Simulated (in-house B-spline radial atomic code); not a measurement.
Results of a calculation; reference values are marked as such.
## Two electrons in Ge: a spherical dot of radius 51.6 nm with hard walls with an ionised donor at its centre

For Ge the NSM archive of the Ioffe Institute lists m_l = 1.6 m0, m_t = 0.08 m0 and ε = 16.2; the model takes one isotropic valley with the conductivity mass 3/(1/m_l + 2/m_t) = 0.117 m0, and so misses anisotropy and the other valleys. All triplets below are those of one valley; with several valleys two electrons can form a triplet in the 1s orbital itself, at an energy set by the valley splitting. Real donors also feel a central-cell potential, which shifts the ground state.

Effective-mass model with parabolic bands, a uniform dielectric constant, no image charges, no central-cell or spin-orbit terms. Two-electron levels come from full CI in B-splines with partial waves to l = 5 (up to 0.001 effective hartree above the limit).

Q: What are the effective units, and what is the potential in them?

A: Ha* = 27211.386 meV × 0.117/16.2² = 12.13 meV and a* = 0.0529177 nm × 16.2/0.117 = 7.327 nm. The radius is R = 7.04 a*, with −1/r added.

In these units the lowest s and p orbitals lie at -0.499872 and -0.088378, and their Coulomb and exchange integrals are J_ss = 0.626246, J_sp = 0.318246 and K_sp = 0.03196. Full CI gives -0.511405 for the ground singlet, -0.326086 for the sp triplet, -0.294508 for the sp singlet and -0.305263 for the lowest triplet of two s orbitals.

Q: What does it cost to add the second electron, to first order and exactly?

A: To first order E = 2ε_s + J_ss = -0.373497, so the charging energy E(2) − 2E(1) is J_ss = 7.597 meV. CI gives -0.511405 − 2 × (-0.499872) = 0.488338, or 5.924 meV: relaxation and correlation lower it by 1.673 meV, 22.0 % of J_ss. The s² configuration of one-electron orbitals holds 76.9 % of the state, and the mean radius is 15.9 nm.

Q: How far above the singlet do the triplets lie?

A: To first order the sp triplet lies at ε_s + ε_p + J_sp − K_sp = -0.301964, which is 0.8678 meV above 2ε_s + J_ss. CI gives -0.326086 − (-0.511405) = 0.185320, or 2.248 meV, 45 % of the orbital spacing of 4.992 meV. The ss triplet lies 2.501 meV up, so the lower of the two is the sp one, and its gap equals k_BT at 26.1 K. The sp singlet-triplet splitting is 0.3831 meV, against 2K_sp = 0.7755 meV.
